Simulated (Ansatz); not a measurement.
Cartesian coordinates in Å:
```
F -0.042 -1.619 1.583
Si 0.426 -0.211 1.020
Cl -0.250 1.216 2.299
Cl 2.463 -0.204 1.006
Si -0.373 0.143 -1.145
Cl -2.423 0.179 -1.086
H 0.126 1.449 -1.637
H 0.071 -0.953 -2.039
```

The species carries charge 0 and has multiplicity 1.

Task: List the PBE0/def2-TZVPP orbital energies in eV (the Gaussian-basis code of Ansatz). (Best estimate.)

Result: Ansatz gave: Occupied: -2768.04, -2768.01, -2767.82, -1805.58, -1804.10, -674.57, -259.90, -259.87, -259.67, -198.17, -198.15, -198.05, -198.05, -198.02, -198.02, -197.95, -197.81, -197.81, -147.62, -146.37, -102.31, -102.31, -102.24, -101.07, -101.00, -100.98, -33.99, -24.15, -23.58, -23.50, -16.48, -15.35, -13.57, -13.53, -13.26, -11.76, -11.46, -11.28, -11.07, -10.39, -10.13, -9.93, -9.64, -9.41, -8.62. Lowest empty: -1.11, -0.67, -0.02, 0.85, 1.17, 1.44, 2.08, 3.15.
